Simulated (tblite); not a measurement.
Here is a computed GFN2-xTB geometry (Å):
```
atom  x, y, z in Å
C1    -0.846   -0.087   -1.607
C2    -0.644   -0.274   -0.121
N3    -1.829   -0.039    0.643
C4     0.381   -1.299    0.337
F5     0.093   -2.020    1.468
C6     0.668    0.157    0.486
C7     1.170    1.075    1.450
C8     1.816    1.059    0.122
H9     0.107   -0.118   -2.128
H10   -1.490   -0.871   -2.004
H11   -1.319    0.875   -1.787
H12   -2.584   -0.645    0.340
H13   -1.656   -0.204    1.629
H14    0.942   -1.909   -0.361
H15    0.740    1.826    2.071
H16    1.645    1.869   -0.580
H17    2.800    0.616    0.031
```

Doublet state.

Problem. Which heavy atoms are bonded, and with what formal order?

Solution. C1–C2 1.51 Å (single); C2–N3 1.43 Å (single); C2–C4 1.52 Å (single); C4–F5 1.37 Å (single); C4–C6 1.49 Å (single); C6–C7 1.42 Å (single); C7–C8 1.48 Å (single); C2–C6 1.51 Å (single); C6–C8 1.50 Å (single). Bonds to hydrogen (Å): C1–H9 1.09; C1–H10 1.09; C1–H11 1.09; N3–H12 1.01; N3–H13 1.01; C4–H14 1.08; C7–H15 1.07; C8–H16 1.09; C8–H17 1.08.

Problem. Give the structure as a SMILES string.

Solution. `C[C@@]1(N)[C@H](F)[C@]12[CH]C2`, C6H9FN.

Problem. Name the point group.

Solution. C1 (no symmetry element, even within 0.4 Å).

Problem. Which rings does it hold (smallest set)?

Solution. C6–C7–C8 (3 members); C2–C4–C6 (3 members).

Problem. Describe the place of each heavy atom.

Solution. C1: carbon bonded to C and 3 H; C2: carbon bonded to 3 C and N; N3: nitrogen bonded to C and 2 H; C4: carbon bonded to 2 C, F and H; F5: fluorine bonded to C; C6: carbon bonded to 4 C; C7: carbon bonded to 2 C and H; C8: carbon bonded to 2 C and 2 H.

Problem. What is the arrangement about C1?

Solution. It has 4 neighbours (C2, H9, H10, H11) and is tetrahedral (angles from 108.6° to 110.5°).

Problem. What is the arrangement about C2?

Solution. It has 4 neighbours (C1, N3, C4, C6) and has angles from 59.0° to 120.5°.
